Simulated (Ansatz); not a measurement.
```yaml
atoms:
  - { symbol: Cr, position_ang: [0.0000, 0.0000, 0.0000] }
  - { symbol: Mn, position_ang: [0.0000, 2.8512, 4.4352] }
  - { symbol: Mn, position_ang: [0.0000, -2.8512, 4.4352] }
```

Basis set: pcseg-2. Charge 0. Computed with Ansatz (development build ahead of 0.2.0); the lowest solution found for each multiplicity.

(1) How do the multiplicities compare at this shape? Give, from the lowest of each method, PBE0 (unrestricted) for 5, 7.

Results:

(1)

```
            method  multiplicity  E (eV)   <S²>
PBE0, unrestricted             5   0.006  12.02
PBE0, unrestricted             7   0.000  17.02
```

Caution: other spin multiplicities may lie lower. Caution for PBE0, unrestricted: charge can spread falsely over distant fragments; the unrestricted determinant is a mixture of spin states.
